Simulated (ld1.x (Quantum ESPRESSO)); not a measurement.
**Before and after: TM potential for iodine (I)**

I, norm-conserving Troullier–Martins (Kleinman–Bylander form), made with ld1.x (Quantum ESPRESSO) 7.5 (PBE, fully relativistic). Core [Kr] 4d10, reference 5s2 5p5. Waves: 5p (bound): rc 1.60 bohr; 5d channel at 0.05 Ry: rc 1.30 bohr; 5s (bound): rc 1.45 bohr. Local part: the s channel. Core correction: none.

Open shells are filled in proportion to 2j + 1 (rel_dist='average').

All-electron outer shells of the reference configuration (PBE, scalar-relativistic, ld1.x):

```csv
shell,level (eV),outermost node (bohr),outermost maximum (bohr)
4p,-127.57,0.37,0.72
4d,-50.28,0.35,0.78
5s,-17.41,0.88,1.70
5p,-7.09,0.96,2.02
```

Change: wave 5d channel at 0.05 Ry: rc 1.30 bohr becomes 5d channel at 1.99 Ry: rc 1.30 bohr.

Cutoffs: the cutoffs (Ry, on a coarse ladder) from which the occupation-weighted sum of valence levels, in a spherical-Bessel basis at the reference potential, stays within 10 and 1 mRy of its value at 400 Ry; they do not see the model core or the augmentation charge, which bear on the density cutoff. Errors are all-electron minus pseudo energies relative to the spin-unpolarised reference configuration.

**Question.** How do hardness, ghosts and transferability respond?

**Answer.** The potential gets neither clearly harder nor softer (70 Ry and 120 Ry → 70 Ry and 120 Ry); a bound ghost appears in d, which as a rule spoils a file; the errors of the 7 common tests hardly move; the range in which the d3/2 phases agree widens (upper end 2.3 → 3.3); the range in which the d5/2 phases agree widens (upper end 2.4 → 3.4).

| quantity | base | changed |
| --- | --- | --- |
| cutoff, loose | 70 Ry | 70 Ry |
| cutoff, tight | 120 Ry | 120 Ry |
| bound ghosts | none | d3/2, d5/2 |
| error for 5s2 5p4, meV [ΔE 11.16 eV] | -1.5 | -1.5 |
| error for 5s2 5p3, meV [ΔE 31.03 eV] | -11 | -11 |
| error for 5s2 5p2, meV [ΔE 60.39 eV] | -32 | -32 |
| error for 5s1 5p5, meV [ΔE 22.09 eV] | +9.4 | +9.4 |
| error for 5s2 5p1, meV [ΔE 99.86 eV] | -58 | -58 |
| error for 5s2 5p5.3, meV [ΔE -1.79 eV] | -0.2 | -0.2 |
| error for 5s2 5p4.5, meV [ΔE 4.54 eV] | -0.2 | -0.2 |
| s: phases at 1.75 bohr within 0.05 rad from the reference energy up to (Ry; the scan ends near 5) | 2.1 | 2.1 |
| p1/2: phases at 1.75 bohr within 0.05 rad from the reference energy up to (Ry; the scan ends near 5) | to the end of the scan | to the end of the scan |
| p3/2: phases at 1.75 bohr within 0.05 rad from the reference energy up to (Ry; the scan ends near 5) | to the end of the scan | to the end of the scan |
| d3/2: phases at 1.75 bohr within 0.05 rad from the reference energy up to (Ry; the scan ends near 5) | 2.3 | 3.3 |
| d5/2: phases at 1.75 bohr within 0.05 rad from the reference energy up to (Ry; the scan ends near 5) | 2.4 | 3.4 |

 A true bound ghost makes a file unfit for plane-wave use even where its test errors are small: the radial tests pick states by their node count and pass the ghost by.
